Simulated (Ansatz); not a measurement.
Competing steps

Reactants: CH₆Ge ([CH3][GeH3]) + AsH₃ (brackets give SMILES or just the links). Saddle points were found for several chosen steps; others may exist. Gas-phase electronic energies, without zero-point energy, by CCSD(T) at an estimated basis limit (MP2 extrapolated from triple and quadruple zeta, plus CCSD(T) − MP2 in triple zeta); Ansatz 0.2.0, def2-TZVPP and QZVPP, frozen cores, on PBE0-D4/def2-TZVP structures. Extrapolation: Hartree–Fock as exp(−7.88 √X), correlation as X^−2.97. No counterpoise correction.

**Question.** Rank the steps by the energy of their saddle points, lowest first, and give each saddle's height above the lowest. (To be estimated.)
A. four-centre ligand exchange, to CH₇AsGe ([CH3][GeH2][AsH2]) + H₂ (breaks or loosens As–H, Ge–H; forms As–Ge, H–H)
B. four-centre ligand exchange, to GeAsH₅ ([GeH3][AsH2]) + CH₄ (breaks or loosens As–H, C–Ge; forms As–Ge, C–H)

**Answer.** The calculation gives: A (0.00 kcal/mol), B (11.87 kcal/mol). Heights count from the lowest.

The lowest of these saddles lies at 57.73 kcal/mol relative to the separated reactants.

**Question.** Does the lowest of these saddles lead to the lowest end structure (the products still in contact)? (Judge from chemistry; the calculation decides.)

**Answer.** The calculation gives: No: the step over a higher saddle ends lower. Relative to the separated reactants, the ends lie at -5.67 (CH₇AsGe ([CH3][GeH2][AsH2]) + H₂); -14.35 (GeAsH₅ ([GeH3][AsH2]) + CH₄) kcal/mol.

The T1 diagnostic stays at or below 0.013. The filled d shells of As, Ge are correlated in sets not built for that, so values that involve them are less sure.

For scale, one of the runs: CCSD(T)/def2-TZVPP, 253 basis functions, launched by `ansatz run in.yaml --threads 8 --pin off --events-out ev --progress --plain --max-ram 19148MiB`. Time: 2.7 min of wall clock on 8 CPU threads of an Arm Neoverse V2; the host was shared. Peak host memory: 5.7 GiB.
